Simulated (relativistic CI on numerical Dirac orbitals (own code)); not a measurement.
**Ir XXVII: q coefficients and field-shift factors**

Computed by Dirac-Coulomb-Breit CI, orbitals from a KLI potential per configuration, derivatives by finite differences, unscaled Slater integrals, QED left out (own radial code, finite nucleus).

Configuration list (outside the closed core [Ar] 3d10 4p6 4d10): 4s2 4f5, 4s2 4f4 5s, 4s2 4f3 5s2, 4s 4f4 5s2. Levels of other configurations are missing.

With x = (α/α₀)² − 1 an excitation energy changes as ω = ω₀ + qx; K = 2q/ω₀ is the relative enhancement. Terms are leading LS components, so labels can repeat. The field-shift factor is F = δν/δ⟨r²⟩ for the transition from the lowest level.

Lowest level 4s2 4f5 6H°_5/2.

```
           Level  ω₀ (cm⁻¹)  q (cm⁻¹)      K  F (GHz/fm²)
 4s2 4f5 6H°_7/2    14090.8     22080   3.13         1.03
 4s2 4f5 6H°_9/2    26314.4     35820   2.72         1.72
 4s2 4f5 6F°_5/2    29505.3     13540  0.918        0.857
 4s2 4f5 6F°_3/2    30320.0     19810   1.31         1.11
 4s2 4f5 6F°_1/2    32104.4     25700    1.6         1.37
4s2 4f5 6H°_11/2    36325.2     42350   2.33         2.09
 4s2 4f5 6F°_7/2    41895.1     32560   1.55         1.75
4s2 4f5 6H°_13/2    44282.2     43260   1.95         2.23
4s2 4f5 6H°_15/2    47856.4     28060   1.17         1.67
 4s2 4f5 6F°_9/2    53538.6     42920    1.6          2.3
 4s2 4f5 6F°_5/2    59207.9     35300   1.19         2.05
4s2 4f5 4M°_15/2    61930.6     36250   1.17         2.14
4s2 4f5 6F°_11/2    64101.4     49060   1.53         2.66
```

At this charge energies of transitions that change n are usually good to better than 1 %, and those within a shell (Δn = 0) to a few per cent. Terms inside the open d or f shell come out 10 to 20 % too wide with unscaled integrals.
